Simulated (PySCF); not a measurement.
## Removal energies of Cl⁷⁺ from EOM-IP-GCCSD

Reference: closed-shell Cl⁷⁺, [Ne]; one electron is removed. Calculated with PySCF 2.14, two-component X2C-1e with screened spin-orbit coupling, x2c-TZVPPall-2c with one added diffuse shell each of s, p, d type (6s7p4d1f, 54 functions); frozen nothing; all 98 virtual spinors kept. No Breit or QED terms. Binding energies in eV.

| level | Koopmans | second order | EOM-CCSD |
| --- | --- | --- | --- |
| 1s1/2 | 3002.5 | 2983.5 | 2985.6 |
| 2s1/2 | 420.12 | 416.35 | 416.70 |
| 2p1/2 | 351.75 | 348.93 | 349.34 |
| 2p3/2 | 349.92 | 347.15 | 347.55 |

For comparison, the ionisation energy of Cl⁷⁺ is 348.31 eV (measured; NIST Atomic Spectra Database, ionization energies).

The screened spin-orbit operator tends to give fine-structure splittings of light species too large.

Gaps of this size point to the basis (6s7p4d1f), which has few functions of high l to correlate and polarise the inner shells.

Where second order misses EOM-CCSD by more than 1 eV, it overshoots the relaxation and correlation of that hole or particle, which higher orders damp.
